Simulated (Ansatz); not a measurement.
Mulliken charges of CH$_{5}$FOSn, SMILES `O[CH](F)[SnH3]` from PBE/def2-TZVPP in Ansatz (PBE0-D4/def2-TZVP geometry).

| atom | x (Å) | y (Å) | z (Å) | charge (e) |
| --- | --- | --- | --- | --- |
| O1 | 1.306 | 0.842 | -1.043 | -0.256 |
| C2 | 0.538 | 0.856 | 0.097 | 0.028 |
| F3 | -0.351 | 1.926 | 0.063 | -0.185 |
| Sn4 | -0.634 | -0.974 | 0.407 | 0.444 |
| H5 | 0.766 | 0.581 | -1.796 | 0.202 |
| H6 | 1.225 | 1.045 | 0.924 | 0.096 |
| H7 | -1.201 | -1.409 | -1.148 | -0.119 |
| H8 | 0.378 | -2.208 | 1.011 | -0.106 |
| H9 | -1.939 | -0.705 | 1.467 | -0.103 |

Question: By hand: the dipole of these point charges (1 e Å = 4.8032 D).

Answer: Σ q r = (0.039, -0.288, 0.043) e Å, of length 0.294 e Å = 1.41 D.

Question: How does the dipole of the full density compare? (An estimate is asked.)

Answer: Computed: (-0.018, -0.249, -0.037) e Å, 1.21 D; the point charges give 1.17 times that, at 21° from its direction.

Point charges leave out the atoms' own dipoles, such as those of lone pairs, and Mulliken's split depends on the basis, so the two needn't agree.
